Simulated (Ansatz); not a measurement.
GeHMe2(OMe) (C₃H₁₀GeO), 15 atoms. Hardware: 4 threads of Arm Neoverse V2 on a shared host.

Correlated methods freeze 13 core orbitals; core or outer-core shells of Ge are correlated, in sets that lack core-valence functions.

**Question.** How many basis functions does each of these Ansatz runs have, and roughly what does it cost? PBE0-D4/def2-SVP, charge 0 singlet, energy, from earlier orbitals; PBE0-D4/def2-TZVP, charge 0 singlet, energy, from earlier orbitals; PBE0-D4/def2-SVP, charge 0 singlet, relaxation, 7 steps; CCSD(T)/def2-SVP, charge 0 singlet, energy, from earlier orbitals; ωB97M-V/def2-TZVP, charge 0 singlet, energy, from earlier orbitals; PBE-D4/def2-TZVP, charge 0 singlet, energy and forces, from earlier orbitals; BLYP-D4/def2-TZVP, charge 0 singlet, energy, from earlier orbitals; MP2/def2-TZVP, charge 0 singlet, energy, from earlier orbitals; PBE-D4/def2-SVP, charge 0 singlet, energy, from earlier orbitals; PBE-QIDH/def2-TZVP, charge 0 singlet, energy, from earlier orbitals; r2SCAN-D4/def2-TZVP, charge 0 singlet, energy, from earlier orbitals.

**Answer.** Other jobs shared the machine, so times can vary by a factor of up to 3. A dash marks memory too small to be measured apart from the calling script's.

```csv
run,functions,fitting or Cholesky vectors,wall time,peak host memory (GiB)
"PBE-D4/def2-SVP, charge 0 singlet, energy, from earlier orbitals",138,1548,1.4 s,–
"PBE0-D4/def2-SVP, charge 0 singlet, energy, from earlier orbitals",138,1587,1.8 s,–
"BLYP-D4/def2-TZVP, charge 0 singlet, energy, from earlier orbitals",232,1489,2.3 s,–
"PBE-D4/def2-TZVP, charge 0 singlet, energy and forces, from earlier orbitals",232,1489,2.7 s,–
"MP2/def2-TZVP, charge 0 singlet, energy, from earlier orbitals",232,1617,3.4 s,0.59
"PBE0-D4/def2-TZVP, charge 0 singlet, energy, from earlier orbitals",232,1532,3.5 s,0.68
"r2SCAN-D4/def2-TZVP, charge 0 singlet, energy, from earlier orbitals",232,1489,4.7 s,–
"PBE-QIDH/def2-TZVP, charge 0 singlet, energy, from earlier orbitals",232,1617,6.5 s,0.64
"ωB97M-V/def2-TZVP, charge 0 singlet, energy, from earlier orbitals",232,1517,11 s,0.86
"PBE0-D4/def2-SVP, charge 0 singlet, relaxation, 7 steps",138,1512,15 s,–
"CCSD(T)/def2-SVP, charge 0 singlet, energy, from earlier orbitals",138,1402,24 s,1.1
```
